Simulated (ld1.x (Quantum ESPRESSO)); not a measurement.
**Ru: one change to a TM potential, before and after**

Ru, norm-conserving Troullier–Martins (Kleinman–Bylander form), made with ld1.x (Quantum ESPRESSO) 7.5 (PBE, scalar-relativistic). Core [Kr], reference 4d6 5s0 5p0 (charge +2). Waves: 5s (bound, empty): rc 2.65 bohr; 4d (bound): rc 1.30 bohr; 5p (bound, empty): rc 2.15 bohr. Local part: the p channel. Core correction: Bessel-smoothed model core, default radius (core density twice the valence density).

Change: local potential the s channel.

Cutoffs: the cutoffs (Ry, on a coarse ladder) from which the occupation-weighted sum of valence levels, in a spherical-Bessel basis at the reference potential, stays within 10 and 1 mRy of its value at 400 Ry; they do not see the model core or the augmentation charge, which bear on the density cutoff. Errors are all-electron minus pseudo energies relative to the spin-unpolarised reference configuration.

Problem. How do hardness, ghosts and transferability respond?

Solution. The potential gets neither clearly harder nor softer (60 Ry and 70 Ry → 60 Ry and 70 Ry); the bound ghosts move from s to p; of the 7 tests that both files solve, the error grows in 0 and shrinks in 2 by more than 15 % and 0.3 meV (median size 136.2 → 116.0 meV); the range in which the s phases agree narrows (upper end 2.3 → 1.2); the range in which the p phases agree widens (upper end -0.3 → 2.0). In the separable form a ghost depends on how the local part lies against the semilocal potential of the channel, so the choice of the local part can create or remove one.

```csv
quantity,base,changed
"cutoff, loose",60 Ry,60 Ry
"cutoff, tight",70 Ry,70 Ry
bound ghosts,s,p
"error for 4d7 5s1 5p0, meV [ΔE -25.48 eV]",-136,-105
"error for 4d7 5s0 5p0, meV [ΔE -18.19 eV]",-169,-148
"error for 4d5 5s0 5p0, meV [ΔE 30.62 eV]",-271,-247
"error for 4d4 5s0 5p0, meV [ΔE 75.13 eV]",-1209,-1125
"error for 4d6 5s1 5p0, meV [ΔE -15.37 eV]",-13,-11
"error for 4d7 5s0 5p1, meV [ΔE -22.02 eV]",-118,-116
"error for 4d6 5s2 5p0, meV [ΔE -23.78 eV]",-38,-33
s: phases at 2.88 bohr within 0.05 rad from the reference energy up to (Ry; the scan ends near 5),2.3,1.2
p: phases at 2.88 bohr within 0.05 rad from the reference energy up to (Ry; the scan ends near 5),-0.3,2.0
d: phases at 2.88 bohr within 0.05 rad from the reference energy up to (Ry; the scan ends near 5),-0.5,-0.4
```

 A true bound ghost makes a file unfit for plane-wave use even where its test errors are small: the radial tests pick states by their node count and pass the ghost by.
